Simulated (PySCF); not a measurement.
GeP and its ions

ROHF-SCS-MP2; Ge def2-TZVPPD, P def2-TZVPPD; no relativity (PySCF 2.14). Neutral (ROHF): doublet (π ↑), Re = 2.150 Å, ωe = 495 cm⁻¹, De = 3.11 eV.

GeP⁺ (UHF): triplet (π ↑↑), Re = 2.292 Å, ωe = 405 cm⁻¹, De = 2.28 eV to Ge⁺ + P. The energies at the minima are -2416.39597 hartree for GeP and -2416.07959 for GeP⁺.

Problem. Work out the adiabatic ionisation energy, without and with harmonic zero-point energies (1 hartree = 27.2114 eV, 1 eV = 8065.5 cm⁻¹), and the change of the bond length.

Solution. At SCS-MP2: 0.31638 hartree = 8.609 eV between the minima; the zero-point term (405.0 − 495.0)/2 cm⁻¹ = -0.006 eV makes it 8.604 eV. Re changes by +14.2 pm against the neutral. The electron leaves a π orbital, and the longer bond of the ion fits a bonding orbital, or a change in how ionic the bond is.

GeP⁻ (RHF): singlet (closed shell), Re = 2.089 Å, ωe = 524 cm⁻¹. The energies at the minima are -2416.39597 hartree for GeP and -2416.49885 for GeP⁻.

Problem. Work out the adiabatic electron affinity, without and with harmonic zero-point energies (1 hartree = 27.2114 eV, 1 eV = 8065.5 cm⁻¹), and the change of the bond length.

Solution. At SCS-MP2: 0.10288 hartree = 2.800 eV between the minima; the zero-point term (495.0 − 524.0)/2 cm⁻¹ = -0.002 eV makes it 2.798 eV. Re changes by -6.1 pm against the neutral. The electron enters a π orbital, and the shorter bond of the ion fits a bonding orbital, or a change in how ionic the bond is.

Correlated steps freeze 14 core orbitals. UHF and ROHF references stand side by side, which adds small steps between rows. For an ion De counts to the pair picked by the measured ionisation energies or electron affinities, which need not be the lowest pair at this level. States were picked by a PBE0 search and need not be the measured ground states.

Neutral and ion stand on different kinds of reference determinant, which adds to the error of the difference.
